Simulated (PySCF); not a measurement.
## Correlation energy of Bi (bismuth, neutral)

[Xe] 4f14 5d10 6s1 6p3 6d1, high-spin 6D determinant (an excited configuration). Calculation: PySCF 2.14, in aug-cc-pVTZ-DK3 (9s8p6d3f, 84 functions); the spin-free X2C one-electron Hamiltonian (Gaussian nucleus). Frozen: [Xe] 4f14 5d10; 5 electrons correlated.

| level | correlation energy (mhartree) |
| --- | --- |
| CCSD | -25.90 |
| (T) | -0.38 |
| CCSD(T) | -26.28 |

Diagnostics: T1 = 0.0037, D1 = 0.0060, largest double amplitude 0.027.

Spin-orbit coupling is strong in this species (close to jj coupling), so the high-spin LS determinant is a model state, not a physical level. The outer electron is Rydberg-like, and this basis confines it to a smaller radius and binds it less than a complete one would.

Cost of the coupled-cluster step: about 2.6 core-seconds, for 5 correlated electrons.

Spin-orbit coupling is strong in this species, so the high-spin LS determinant is a model state.
